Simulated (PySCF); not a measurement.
# Computed properties of Mo(NMe)(S)(F)(SH) (CH4FMoNS2), SMILES C[N]=[Mo]([F])(=[S])[SH], multiplicity 1

Mo(NMe)(S)(F)(SH) (CH₄FMoNS₂), SMILES C[N]=[Mo]([F])(=[S])[SH], multiplicity 1. Geometry: r2SCAN-D4/def2-SVP. The multiplicity is an assumed one; other spin states were not compared. The def2 effective core potentials stand for the cores of Mo; spin–orbit coupling is left out. Other conformers were not sampled. All values are computed for the isolated molecule unless a solvent is named; none is compared with measurement here.

**Structure.** All 24 harmonic modes at r2SCAN-D4/def2-SVP (PySCF) are real, so it is a minimum. With heavy atoms numbered as in [Mo:1](=[N:2][CH3:3])(=[S:7])([F:8])[SH:9], the shortest bond between them is N2–C3 at 1.419 Å and the longest Mo1–S9 at 2.335 Å.

**Vibrations.** The strongest infrared lines (harmonic, unscaled, degenerate partners summed) lie at 697 cm⁻¹ (89 km/mol, F 61 %, Mo 24 %, C 9 %), 1329 cm⁻¹ (87 km/mol, N 61 %, C 29 %), 558 cm⁻¹ (62 km/mol, S 68 %, Mo 23 %). The softest mode is at 91 cm⁻¹ and the zero-point energy is 34.7 kcal/mol.

**Electronic structure.** ωB97X/def2-TZVP (PySCF) places the frontier levels at -9.82 and -0.97 eV, a gap of 8.85 eV, and gives a dipole moment of 3.74 D and a mean polarisability of 102.6 bohr³. PBE/def2-TZVP (PySCF) at the same geometry gives -6.40 and -3.50 eV, so its gap is 5.95 eV narrower. An orbital gap is neither the optical nor the fundamental gap.

**Excitations.** TDA-B3LYP/def2-SVPD (PySCF) has S1 at 3.06 eV (405 nm, f = 0.000, dark); the most intense of the 10 singlets computed lies at 3.55 eV (f = 0.02). T1 (TDA) is at 2.68 eV, 0.38 eV under S1. TDA-PBE/def2-SVPD (PySCF) puts S1 at 3.03 eV.
